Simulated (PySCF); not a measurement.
## Radial density of V²⁺ (vanadium, charge +2)

BP86, [Ar] 3d2 4s1, 4s spin antiparallel (an excited configuration). All numbers are calculated (PySCF 2.14, the non-relativistic Hamiltonian (point nucleus), in aug-cc-pVDZ (7s6p4d2f, 59 functions)).

```tsv
r (bohr)	4πr²ρ (e/bohr)	4πr²(ρα − ρβ)
0.00118	0.1361	-0.0001
0.00199	0.3711	-0.0003
0.00335	0.9866	-0.0007
0.00563	2.513	-0.0017
0.00947	5.962	-0.0040
0.0159	12.55	-0.0083
0.0268	21.68	-0.0131
0.0450	27.30	-0.0119
0.0758	23.13	0.0002
0.127	21.94	0.0011
0.214	29.71	0.0557
0.361	16.75	0.5019
0.607	9.382	1.2626
1.02	9.874	1.5467
1.72	2.306	0.3504
2.89	0.4841	-0.3501
4.85	0.04372	-0.0418
8.17	0.0002200	0.0000
13.7	5.923e-05	0.0000
```

With the s spin flipped the determinant is a mixture of two multiplicities, not a spectroscopic state.
